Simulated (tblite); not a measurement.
Species: C6H3F2O (doublet state).
SMILES with atom numbers: `[OH:1][c:2]1[c:3][c:4]([F:5])[cH:6][cH:7][c:8]1[F:9]` (hydrogens: H10 on O1; H11 on C6; H12 on C7)

Geometry (GFN2-xTB, Å), atoms numbered from 1 in this order:
```
atom  x, y, z in Å
O1     2.517   -0.578    0.096
C2     1.188   -0.360    0.065
C3     0.226   -1.309    0.296
C4    -1.116   -1.076    0.261
F5    -2.013   -2.044    0.496
C6    -1.568    0.209   -0.030
C7    -0.644    1.208   -0.272
C8     0.708    0.933   -0.227
F9     1.599    1.911   -0.463
H10    2.695   -1.502    0.308
H11   -2.629    0.395   -0.058
H12   -0.961    2.213   -0.499
```

Structure optimised with GFN2-xTB, isolated species. This method treats the open shell by occupation alone, without spin polarisation.

Masses are those of the commonest isotopes; rigid-rotor values at the optimised geometry. The values belong to one conformer with, in the numbering `[OH:1][c:2]1[c:3][c:4]([F:5])[cH:6][cH:7][c:8]1[F:9]`, H–O1–C2–C3 0°.

Task: Give the principal moments of inertia and the rotational constants in MHz.

Result: Ia = 156.58, Ib = 392.94, Ic = 549.52 u·Å²; 505379 MHz·u·Å²/I gives A = 3228, B = 1286, C = 919.7 MHz.

Task: Classify the top.

Result: An asymmetric top. Ray's parameter κ = (2B − A − C)/(A − C) = -0.682; −1 is the prolate and +1 the oblate limit.

Task: Is it planar, by Δ = Ic − Ia − Ib?

Result: Planar: Δ = Ic − Ia − Ib = 0.00 u·Å². For a rigid frame Δ = −2 Σ m c², so it vanishes when all atoms lie in the ab plane; here none is more than 0.01 Å from it.

Task: Where do the levels up to J = 2 lie, in cm⁻¹?

Result: Above 0(0,0):
J = 1: 1(0,1) 0.0736, 1(1,1) 0.1383, 1(1,0) 0.1506
J = 2: 2(0,2) 0.2192, 2(1,2) 0.2733, 2(1,1) 0.3099, 2(2,1) 0.5042, 2(2,0) 0.5058

Task: Estimate the classical rotational partition function at 10 K, 200 K and 500 K.

Result: Point group Cs, symmetry number σ = 1; q = (√π/σ)·√((kT/h)³/(ABC)), k/h = 20836.6 MHz/K: 2730 at 10 K, 244000 at 200 K, 965000 at 500 K.

For this open shell read J as N, the rotation without spin; fine and hyperfine splittings come on top. Its GFN2-xTB frequencies are all real (lowest 128 cm⁻¹). These are rigid-rotor constants of the computed structure; measured ground-state constants (B0) also hold zero-point vibration.
